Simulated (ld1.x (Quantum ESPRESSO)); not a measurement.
## What one change does to a pseudopotential (In, TM)

indium (In), norm-conserving Troullier–Martins (Kleinman–Bylander form), made with ld1.x (Quantum ESPRESSO) 7.5 (PBE, scalar-relativistic). Core [Kr] 4d10, reference 5s2 5p0.5 (charge +0.5). Waves: 5s (bound): rc 1.55 bohr; 5p (bound): rc 2.85 bohr; 5d channel at 0.05 Ry: rc 2.30 bohr. Local part: the d channel. Core correction: none.

Change: wave 5d channel at 0.05 Ry: rc 2.30 bohr becomes 5d channel at 0.05 Ry: rc 3.34 bohr.

Cutoffs: the cutoffs (Ry, on a coarse ladder) from which the occupation-weighted sum of valence levels, in a spherical-Bessel basis at the reference potential, stays within 10 and 1 mRy of its value at 400 Ry; they do not see the model core or the augmentation charge, which bear on the density cutoff. Errors are all-electron minus pseudo energies relative to the spin-unpolarised reference configuration.

**Question.** Predict the effect on cutoff, ghosts and configuration errors.

**Answer.** The potential gets harder (35 Ry and 120 Ry → 35 Ry and 140 Ry); the bound ghosts move from p, s to s; of the 7 tests that both files solve, the error grows in 2 and shrinks in 2 by more than 15 % and 0.3 meV (median size 18.7 → 28.7 meV).

```tsv
quantity	base	changed
cutoff, loose	35 Ry	35 Ry
cutoff, tight	120 Ry	140 Ry
bound ghosts	s, p	s
error for 5s2 5p1, meV [ΔE -1.94 eV]	+5.8	+6.5
error for 5s2 5p0, meV [ΔE 3.42 eV]	+9.2	+2.5
error for 5s1 5p0, meV [ΔE 22.66 eV]	+107	+35
error for 5s1 5p1, meV [ΔE 10.02 eV]	+19	+29
error for 5s1 5p2, meV [ΔE 3.90 eV]	+49	+48
error for 5s0 5p3, meV [ΔE 10.01 eV]	+195	+206
error for 5s2 5p1.3, meV [ΔE -2.47 eV]	+11	+15
```

 A true bound ghost makes a file unfit for plane-wave use even where its test errors are small: the radial tests pick states by their node count and pass the ghost by.
